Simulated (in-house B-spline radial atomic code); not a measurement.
A fraction x of an electron is removed from 4f in the dysprosium ion Dy³⁺, starting from [Xe] 4f9 and keeping the highest spin. Level of theory: scalar-relativistic (X2C) LDA VWN5, spin-polarised, spherical fractional occupations, Fermi nucleus of rms radius 5.2218 fm; calculated with an all-electron radial atomic-structure program (B-spline basis).

```
   x  E(x) - E(0) (eV)  4f down level (eV)
   0            0.0000             -32.800
0.12            4.0695             -35.032
0.22            7.6669             -36.920
0.33           11.8437             -39.026
0.45           16.6662             -41.356
 0.5           18.7585             -42.336
0.51           19.1829             -42.533
0.65           25.3316             -45.314
 0.8           32.3552             -48.342
0.96           40.3520             -51.627
```
